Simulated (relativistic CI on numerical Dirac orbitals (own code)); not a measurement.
Spin-allowed bands of a d3 ion in an octahedral site, by hand

Problem. Take Δ = 27250 cm⁻¹ and B = 410 cm⁻¹ for a d3 ion in an octahedral site. Calculate the three spin-allowed bands.

Working.
1. The terms of highest spin are 4F (energy 0) and 4P (15B = 6150 cm⁻¹). Here the F term splits into A2 at −1.2Δ = -32700, T2 at −0.2Δ = -5450 and T1 at +0.6Δ = 16350 cm⁻¹.
2. The two T1 states mix through the element 0.4Δ: H = [[16350, 10900], [10900, 6150]], with roots ½(H₁₁ + H₂₂) ∓ ½√[(H₂₂ − H₁₁)² + 4H₁₂²] = ½(22500) ∓ ½(24068) = -784 and 23284 cm⁻¹.
3. The ground term is 4A2 at -32700 cm⁻¹.
4. Bands: 4T2 27250 cm⁻¹ (367 nm), 4T1(F) 31916 cm⁻¹ (313 nm), 4T1(P) 55984 cm⁻¹ (179 nm).

Check. Exact diagonalisation of the whole d3 shell with these parameters gives 4T2 27250, 4T1 31916, 4T1 55984 cm⁻¹. The match is exact, since without spin-orbit coupling no other term has this spin. The ratio of the second band to the first, 1.171, depends on Δ/B = 66.5 alone, which is how a Tanabe-Sugano diagram is read.
